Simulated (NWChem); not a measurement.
System: C2H7NZr; SMILES [CH3][Zr]([CH3])=[NH]

Input file for NWChem:

```
start job
memory heap 200 mb stack 900 mb global 1100 mb
geometry units angstroms noautoz
  Zr    -0.149120    -0.002684     0.214379
  N     -1.650773    -0.001407    -0.779091
  H     -2.409237    -0.001172    -1.455812
  C      1.020898     1.788702    -0.457030
  H      1.277854     1.669067    -1.525326
  H      1.975255     1.891511     0.096798
  H      0.471897     2.743282    -0.373763
  C      1.024343    -1.788190    -0.466249
  H      1.289881    -1.654603    -1.530892
  H      0.475184    -2.743858    -0.399586
  H      1.974493    -1.897611     0.093550
end
basis spherical
  Zr library def2-tzvpp
  N library def2-tzvpp
  H library def2-tzvpp
  C library def2-tzvpp
end
ecp
  Zr library def2-ecp
end
dft
  xc b3lyp
  iterations 150
  semidirect filesize 400000000
  mulliken
end
task dft energy
```

Parts of the log:

```
             Northwest Computational Chemistry Package (NWChem) 7.3.0
             --------------------------------------------------------

 C1  symmetry detected

                             Geometry "geometry" -> ""
                             -------------------------

 Output coordinates in angstroms (scale by  1.889725989 to convert to a.u.)

  No.       Tag          Charge          X              Y              Z
 ---- ---------------- ---------- -------------- -------------- --------------
    1 Zr                  40.0000    -0.12909755    -0.00005945     0.33530782
    2 N                    7.0000    -1.67990722     0.00018000    -0.57953387
    3 H                    1.0000    -2.47220657    -0.00056043    -1.21630714
    4 C                    6.0000     1.00637981     1.78839832    -0.40015525
    5 H                    1.0000     1.20788688     1.66574615    -1.47994533
    6 H                    1.0000     1.98807586     1.89166620     0.10353219
    7 H                    1.0000     0.46323616     2.74374737    -0.29124412
    8 C                    6.0000     1.00619094    -1.78850721    -0.40013502
    9 H                    1.0000     1.21668004    -1.65793765    -1.47738456
   10 H                    1.0000     0.46034988    -2.74344150    -0.30277526
   11 H                    1.0000     1.98380582    -1.89744884     0.11029007

 Effective nuclear repulsion energy (a.u.)     303.7712224203

                                 NWChem DFT Module
                                 -----------------

 Summary of "ao basis" -> "ao basis" (spherical)
 ------------------------------------------------------------------------------
       Tag                 Description            Shells   Functions and Types
 ---------------- ------------------------------  ------  ---------------------
 Zr                        def2-tzvpp               16       56   6s4p3d2f1g
 N                         def2-tzvpp               11       31   5s3p2d1f
 H                         def2-tzvpp                6       14   3s2p1d
 C                         def2-tzvpp               11       31   5s3p2d1f

            General Information
            -------------------
          SCF calculation type: DFT
          Wavefunction type:  closed shell.
          No. of atoms     :    11
          No. of electrons :    38
           Alpha electrons :    19
            Beta electrons :    19
          Charge           :     0
          Spin multiplicity:     1
          Use of symmetry is: off; symmetry adaption is: off
          Maximum number of iterations: 150
          AO basis - number of functions:   247
                     number of shells:    91
          Convergence on energy requested:  1.00D-06
          Convergence on density requested:  1.00D-05
          Convergence on gradient requested:  5.00D-04

              XC Information
              --------------
                         B3LYP Method XC Potential
                     Hartree-Fock (Exact) Exchange  0.200
                        Slater Exchange Functional  0.800 local
                    Becke 1988 Exchange Functional  0.720 non-local
              Lee-Yang-Parr Correlation Functional  0.810
                  VWN I RPA Correlation Functional  0.190 local

             Grid Information
             ----------------
          Grid used for XC integration:  medium
          Radial quadrature: Mura-Knowles
          Angular quadrature: Lebedev.
          Tag              B.-S. Rad. Rad. Pts. Rad. Cut. Ang. Pts.
          ---              ---------- --------- --------- ---------
          Zr                  1.55      123          10.0       590
          N                   0.65       49          11.0       434
          H                   0.35       45          13.0       434
          C                   0.70       49          12.0       434
          Grid pruning is: on
          Number of quadrature shells:   585
          Spatial weights used:  Erf1

      Superposition of Atomic Density Guess
      -------------------------------------

 Sum of atomic energies:        -186.61628067

      Non-variational initial energy
      ------------------------------

 Total energy =    -180.940092
 1-e energy   =    -513.305399
 2-e energy   =     202.040121
 HOMO         =      -0.313890
 LUMO         =      -0.073692

------------------------------------------------------------
EAF file 0: "./job.aoints.0" size=1576009728 bytes
------------------------------------------------------------
               write      read    awrite     aread      wait
               -----      ----    ------     -----      ----
     calls:     3006         0         0         0         0
   data(b): 1.58e+09  0.00e+00  0.00e+00  0.00e+00
   time(s): 0.00e+00  0.00e+00  0.00e+00  0.00e+00  0.00e+00
rate(mb/s): 0.00e+00  0.00e+00
------------------------------------------------------------

     ---------------------------------------------
      Total Density - Mulliken Population Analysis
     ---------------------------------------------

    Atom       Charge   Shell Charges
 -----------   ------   -------------------------------------------------------
    1 Zr  12     9.82   0.03 -0.36  1.61  0.73  0.39  0.07  5.10  0.87  0.13  0.02  0.53  0.51  0.09  0.02  0.08  0.02
    2 N    7     8.46   0.82  1.15  0.61  0.92  0.23  1.77  2.06  0.88  0.00  0.01  0.00
    3 H    1     0.77   0.22  0.38  0.10  0.02  0.05  0.01
    4 C    6     7.00   0.86  1.12  0.56  0.70  0.11  1.35  1.69  0.59  0.01  0.02  0.00
    5 H    1     0.82   0.23  0.41  0.14  0.01  0.03  0.00
    6 H    1     0.83   0.23  0.41  0.14  0.01  0.03  0.00
    7 H    1     0.83   0.23  0.41  0.14  0.01  0.03  0.00
    8 C    6     7.00   0.86  1.12  0.56  0.70  0.11  1.35  1.69  0.59  0.01  0.02  0.00
    9 H    1     0.82   0.23  0.41  0.14  0.01  0.03  0.00
   10 H    1     0.83   0.23  0.41  0.14  0.01  0.03  0.00
   11 H    1     0.82   0.23  0.41  0.14  0.01  0.03  0.00

   convergence    iter        energy       DeltaE   RMS-Dens  Diis-err
 ---------------- ----- ----------------- --------- --------- ---------
 d= 0,ls=0.0,diis     1   -182.0207021749 -3.12D+02  1.29D-02  2.03D+00
 d= 0,ls=0.5,diis     2   -178.2459545206  3.77D+00  4.59D-03  2.65D+01
 d= 0,ls=0.5,diis     3   -180.5045723357 -2.26D+00  2.60D-03  1.25D+01
 d= 0,ls=0.5,diis     4   -181.4672659399 -9.63D-01  1.83D-03  5.97D+00
 d= 0,ls=0.5,diis     5   -181.9569717389 -4.90D-01  1.41D-03  2.23D+00
 d= 0,ls=0.5,diis     6   -182.1962658511 -2.39D-01  9.37D-04  4.74D-01
 d= 0,ls=0.5,diis     7   -182.2663230505 -7.01D-02  5.38D-04  6.73D-02
  Resetting Diis
 d= 0,ls=0.5,diis     8   -182.2832121866 -1.69D-02  3.65D-04  1.19D-02
 d= 0,ls=0.5,diis     9   -182.2888962478 -5.68D-03  2.59D-04  5.09D-03
 d= 0,ls=0.5,diis    10   -182.2917565176 -2.86D-03  1.99D-04  3.79D-03
 d= 0,ls=0.5,diis    11   -182.2934332756 -1.68D-03  1.94D-04  1.62D-03
 d= 0,ls=0.5,diis    12   -182.2944369650 -1.00D-03  1.42D-04  1.15D-03
 d= 0,ls=0.5,diis    13   -182.2950125261 -5.76D-04  9.78D-05  1.34D-03
 d= 0,ls=0.5,diis    14   -182.2953953128 -3.83D-04  7.73D-05  1.09D-03
 d= 0,ls=0.5,diis    15   -182.2956652510 -2.70D-04  6.00D-05  6.73D-04
 d= 0,ls=0.5,diis    16   -182.2958322705 -1.67D-04  4.63D-05  3.94D-04
 d= 0,ls=0.5,diis    17   -182.2959312557 -9.90D-05  3.64D-05  2.35D-04
 d= 0,ls=0.5,diis    18   -182.2959908212 -5.96D-05  2.79D-05  1.39D-04
 d= 0,ls=0.5,diis    19   -182.2960260625 -3.52D-05  2.16D-05  7.93D-05
 d= 0,ls=0.5,diis    20   -182.2960468047 -2.07D-05  1.63D-05  4.36D-05
 d= 0,ls=0.5,diis    21   -182.2960583467 -1.15D-05  1.25D-05  2.62D-05
 d= 0,ls=0.5,diis    22   -182.2960651165 -6.77D-06  9.50D-06  1.52D-05
 d= 0,ls=0.5,diis    23   -182.2960690367 -3.92D-06  7.29D-06  8.71D-06
 d= 0,ls=0.5,diis    24   -182.2960713054 -2.27D-06  5.52D-06  5.03D-06
 d= 0,ls=0.5,diis    25   -182.2960726076 -1.30D-06  4.19D-06  2.89D-06
 d= 0,ls=0.5,diis    26   -182.2960733600 -7.52D-07  3.19D-06  1.64D-06

         Total DFT energy =     -182.296073792965
      One electron energy =     -519.549139108593
           Coulomb energy =      233.229924641794
    Exchange-Corr. energy =      -26.302045642656
 Nuclear repulsion energy =      130.325186316490

 Numeric. integr. density =       37.999988869984

                       DFT Final Molecular Orbital Analysis
                       ------------------------------------

 Vector   17  Occ=2.000000D+00  E=-2.575665D-01
              MO Center=  1.7D-02,  1.0D-03, -2.1D-01, r^2= 3.8D+00
   Bfn.  Coefficient  Atom+Function         Bfn.  Coefficient  Atom+Function
  ----- ------------  ---------------      ----- ------------  ---------------
    19      0.289979   1 Zr d -2             63     -0.216932   2 N  py
    24      0.184989   1 Zr d -2             66     -0.183269   2 N  py
    69     -0.137239   2 N  py              108     -0.135023   4 C  py
   181     -0.134505   8 C  py              107     -0.121121   4 C  px
   111     -0.121571   4 C  py              180      0.121250   8 C  px

 Vector   18  Occ=2.000000D+00  E=-2.437141D-01
              MO Center= -7.4D-01, -3.2D-04, -3.4D-01, r^2= 3.3D+00
   Bfn.  Coefficient  Atom+Function         Bfn.  Coefficient  Atom+Function
  ----- ------------  ---------------      ----- ------------  ---------------
    64      0.248583   2 N  pz               67      0.208496   2 N  pz
     5     -0.202557   1 Zr s                 3      0.199587   1 Zr s
    62     -0.186484   2 N  px               70      0.159377   2 N  pz
    65     -0.158382   2 N  px               23      0.139447   1 Zr d  2
    68     -0.135850   2 N  px               21     -0.116620   1 Zr d  0

 Vector   19  Occ=2.000000D+00  E=-2.332507D-01
              MO Center= -6.3D-01, -5.6D-05, -4.2D-01, r^2= 3.4D+00
   Bfn.  Coefficient  Atom+Function         Bfn.  Coefficient  Atom+Function
  ----- ------------  ---------------      ----- ------------  ---------------
    63      0.303652   2 N  py               66      0.256452   2 N  py
    20     -0.220742   1 Zr d -1             69      0.212313   2 N  py
     8     -0.191265   1 Zr py               25     -0.130095   1 Zr d -1
   106      0.126249   4 C  s               179     -0.126008   8 C  s
   108     -0.118880   4 C  py              181     -0.118732   8 C  py

 Vector   20  Occ=0.000000D+00  E=-8.750600D-02
              MO Center= -3.2D-01,  4.3D-04,  1.5D+00, r^2= 3.6D+00
   Bfn.  Coefficient  Atom+Function         Bfn.  Coefficient  Atom+Function
  ----- ------------  ---------------      ----- ------------  ---------------
     6      0.466600   1 Zr s                 5      0.378126   1 Zr s
    21      0.293652   1 Zr d  0             15      0.251780   1 Zr pz
    18      0.225434   1 Zr pz               26      0.223858   1 Zr d  0
     9     -0.191706   1 Zr pz               31      0.174109   1 Zr d  0
     3     -0.172598   1 Zr s               106     -0.148714   4 C  s

 Vector   21  Occ=0.000000D+00  E=-4.657369D-02
              MO Center= -1.5D-01, -6.0D-04,  8.5D-01, r^2= 4.0D+00
   Bfn.  Coefficient  Atom+Function         Bfn.  Coefficient  Atom+Function
  ----- ------------  ---------------      ----- ------------  ---------------
    20      0.423364   1 Zr d -1             17      0.346920   1 Zr py
    30      0.337210   1 Zr d -1             25      0.327160   1 Zr d -1
   106      0.266890   4 C  s               179     -0.266706   8 C  s
     8     -0.199926   1 Zr py              149     -0.127891   6 H  s
   236      0.128376  11 H  s               114     -0.120282   4 C  py

 Vector   22  Occ=0.000000D+00  E=-2.985826D-02
              MO Center=  2.8D-01,  3.1D-04,  6.4D-01, r^2= 4.2D+00
   Bfn.  Coefficient  Atom+Function         Bfn.  Coefficient  Atom+Function
  ----- ------------  ---------------      ----- ------------  ---------------
     6      0.446342   1 Zr s                22     -0.359251   1 Zr d  1
    27     -0.267342   1 Zr d  1             18      0.255420   1 Zr pz
    32     -0.252432   1 Zr d  1             23     -0.242757   1 Zr d  2
    16      0.219213   1 Zr px              135      0.189366   5 H  s
   208      0.189998   9 H  s               163     -0.169529   7 H  s

------------------------------------------------------------
EAF file 0: "./job.aoints.0" size=2380791808 bytes
------------------------------------------------------------
               write      read    awrite     aread      wait
               -----      ----    ------     -----      ----
     calls:     4541        26         0    118040    118040
   data(b): 2.38e+09  1.36e+07  0.00e+00  6.19e+10
   time(s): 0.00e+00  0.00e+00  0.00e+00  0.00e+00  0.00e+00
rate(mb/s): 0.00e+00  0.00e+00
------------------------------------------------------------

     ---------------------------------------------
      Total Density - Mulliken Population Analysis
     ---------------------------------------------

    Atom       Charge   Shell Charges
 -----------   ------   -------------------------------------------------------
    1 Zr  12    10.87   0.03 -0.37  1.68  0.68  0.41  0.00  5.14  0.81  0.09  0.03  1.11  0.92  0.20  0.02  0.09  0.02
    2 N    7     7.63   0.82  1.15  0.58  0.80  0.32  1.50  1.56  0.88  0.00  0.02  0.00
    3 H    1     0.88   0.27  0.43  0.10  0.02  0.06  0.01
    4 C    6     6.57   0.85  1.12  0.51  0.63  0.14  1.32  1.36  0.60  0.01  0.03  0.00
    5 H    1     0.90   0.27  0.46  0.13  0.01  0.03  0.00
    6 H    1     0.93   0.27  0.46  0.15  0.01  0.03  0.00
    7 H    1     0.91   0.27  0.46  0.14  0.01  0.03  0.00
    8 C    6     6.57   0.85  1.12  0.51  0.63  0.14  1.32  1.36  0.60  0.01  0.03  0.00
    9 H    1     0.90   0.27  0.46  0.13  0.01  0.03  0.00
   10 H    1     0.91   0.27  0.46  0.14  0.01  0.03  0.00
   11 H    1     0.93   0.27  0.46  0.15  0.01  0.03  0.00

     -------------------------------------------
      Total Density - Lowdin Population Analysis
     -------------------------------------------

    Atom       Charge   Shell Charges
 -----------   ------   -------------------------------------------------------
    1 Zr  12    11.77   0.00  0.00  1.00  0.82  0.26  0.10  4.36  1.42  0.39  0.13  0.98  1.21  0.53  0.03  0.36  0.15
    2 N    7     6.92   0.89  1.06  0.45  0.46  0.26  1.32  1.47  0.90  0.00  0.11  0.01
    3 H    1     1.08   0.25  0.37  0.15  0.03  0.24  0.05
    4 C    6     6.14   0.91  1.03  0.32  0.33  0.19  1.09  1.35  0.75  0.01  0.15  0.02
    5 H    1     0.98   0.24  0.38  0.17  0.02  0.15  0.03
    6 H    1     1.00   0.25  0.38  0.17  0.02  0.15  0.03
    7 H    1     0.99   0.25  0.38  0.17  0.02  0.15  0.03
    8 C    6     6.14   0.91  1.03  0.32  0.33  0.19  1.09  1.35  0.75  0.01  0.15  0.02
    9 H    1     0.98   0.24  0.38  0.17  0.02  0.15  0.03
   10 H    1     0.99   0.25  0.38  0.17  0.02  0.15  0.03
   11 H    1     1.00   0.25  0.38  0.17  0.02  0.15  0.03

     Multipole analysis of the density
     ---------------------------------

     L   x y z        total         alpha         beta         nuclear
     -   - - -        -----         -----         ----         -------
     0   0 0 0     -0.000000    -19.000000    -19.000000     38.000000

     1   1 0 0      0.049865     -3.390494     -3.390494      6.830852
     1   0 1 0     -0.000056     -0.001601     -0.001601      0.003146
     1   0 0 1      1.527442      9.634680      9.634680    -17.741917

     2   2 0 0    -34.558878   -105.612362   -105.612362    176.665845
     2   1 1 0      0.002110      0.000610      0.000610      0.000890
     2   1 0 1      0.534520     -1.582103     -1.582103      3.698725
     2   0 2 0    -36.488886   -136.338757   -136.338757    236.188628
     2   0 1 1      0.002653     -0.002386     -0.002386      0.007426
     2   0 0 2    -27.669038    -34.677520    -34.677520     41.686003
```

Level: B3LYP/def2-TZVPP with def2 effective core potentials on Zr. Geometry: optimised at PBE0/def2-SVP. No frequency run checked for a minimum. B3LYP is NWChem's, with the RPA form of VWN correlation. def2 effective core potentials on Zr; no spin-orbit coupling.
